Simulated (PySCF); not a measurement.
Compound: C8H11 (doublet state).
Geometry (GFN2-xTB, Å), atoms numbered from 1 in this order:
```
atom  x, y, z in Å
C1     1.9457    0.2301    1.9090
C2     1.0278    0.2500    1.1414
C3    -0.1051    0.2571    0.2253
C4    -0.9949    1.4655    0.5405
C5     0.3258    0.2433   -1.2030
C6     1.6317   -0.2887   -1.6415
C7    -0.8284   -1.0751    0.3421
C8    -2.1388   -1.2571    0.3579
H9     2.7513    0.2230    2.5813
H10   -1.7978    1.5481   -0.1874
H11   -1.4203    1.3702    1.5370
H12   -0.3991    2.3749    0.5001
H13   -0.4025    0.5422   -1.9370
H14    1.5782   -0.6800   -2.6564
H15    2.3980    0.4971   -1.6325
H16    1.9853   -1.0707   -0.9684
H17   -0.1620   -1.9277    0.3527
H18   -2.5604   -2.2482    0.3836
H19   -2.8444   -0.4449    0.3478
```

The hyperfine couplings belong to this conformer and change with its torsions.

As a line formula: `C=C[C@](C#C)(C)[CH]C` [radical].

Theory: UKS B3LYP, pcH-1 on C H, non-relativistic, mean-field spin-orbit, GIAO (PySCF). The structure is a single GFN2-xTB conformer in the gas phase; no vibrational or solvent corrections. GFN2-xTB frequencies show an imaginary mode (53i cm⁻¹), so this geometry is no minimum at that level. A GFN2-xTB geometry isn't a minimum of the functional, and hyperfine couplings can be far from their values at a DFT geometry. No stability test was run, so a lower SCF solution isn't excluded.

(1) Predict the first-order ENDOR lines of H14/H15/H16, H13, H19, H18 and H10/H11/H12 under fast tumbling at B = 339.6 mT (X band).

(2) Which pairs are centred on the nuclear Larmor frequency, and which on half the coupling?

(3) At what field would the lower line of H13 fall to zero frequency?

## Answers

(1) ν± = |νn ± a/2|, one line for each electron-spin manifold; νn = |g_N| × 7.62259 MHz/T × B.

| nuclei | isotope | g_N | νn (MHz) | a_iso (MHz) | lower line (MHz) | upper line (MHz) |
| --- | --- | --- | --- | --- | --- | --- |
| H14/H15/H16 | 1H | 5.5857 | 14.46 | 77.60 | 24.34 | 53.26 |
| H13 | 1H | 5.5857 | 14.46 | -61.76 | 16.42 | 45.34 |
| H19 | 1H | 5.5857 | 14.46 | -5.85 | 11.53 | 17.38 |
| H18 | 1H | 5.5857 | 14.46 | -2.69 | 13.11 | 15.81 |
| H10/H11/H12 | 1H | 5.5857 | 14.46 | 1.37 | 13.78 | 15.14 |

(2) Centred on νn, since |a| < 2νn: H19, H18 and H10/H11/H12. Centred on |a|/2 and split by 2νn: H14/H15/H16 and H13.

(3) Where νn = |a|/2, that is B = 30.88 MHz/(5.5857 × 7.62259 MHz/T) = 725 mT, as far as first order holds there.

Nuclei that the bonding pattern makes equivalent are averaged, as if the motion that swaps them (rotation, inversion, ring flip) were fast. The three 1H nuclei of mean +77.6 MHz run from 28.8 to 151.2 MHz in the frozen geometry. The three 1H nuclei of mean +1.4 MHz run from -1.4 to 6.4 MHz in the frozen geometry.

Largest spin populations (Mulliken): C5 (+1.00), C8 (+0.12), C6 (-0.09) and C3 (-0.06). No atom but C5 exceeds +0.15. The positive populations add up to 1.24 and the negative ones to -0.24, together 2S = 1. The angles at C5 add up to 359.7°, so it is planar; its axial dipolar tensor and the negative coupling of its proton fit spin in a p orbital normal to that plane.
